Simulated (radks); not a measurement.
Valence configurations of neutral chromium (all share [Ar]). Calculated with a radial shooting solver on a logarithmic mesh with Libxc functionals: scalar-relativistic Kohn-Sham, BLYP, spin-polarised, spherical densities, finite nucleus; open shells are filled with parallel spins first; Fermi nuclear charge, rms radius 3.6452 fm. Energies are relative to 3d5 4s1; eigenvalues in eV for spin up.

valence	E (eV)	moment (Bohr magnetons)	e(3d)	e(4p)	e(4s)
3d5 4s1	0.000	6	-3.481	-	-4.270
3d4.5 4s1.5	0.505	5	-5.021	-	-4.651
3d4 4s2	1.472	4	-6.869	-	-5.062
3d4.5 4s1 4p0.5	1.602	6	-5.689	-1.662	-5.231
3d5 4s0.5 4p0.5	1.638	6	-4.215	-1.450	-4.778
3d5.5 4s0.5	2.054	5	-2.972	-	-4.221
3d5 4p1	3.327	6	-4.878	-1.789	-
3d4 4s1 4p1	4.077	6	-8.156	-2.243	-6.168
3d4 4p2	8.085	6	-9.416	-2.813	-
3d3 4p3	16.842	6	-14.899	-3.858	-

NIST lists [Ar] 3d5 4s1 as the ground configuration; this level of theory agrees among the configurations tried. The energies are those of spherical high-spin densities, not of single terms.
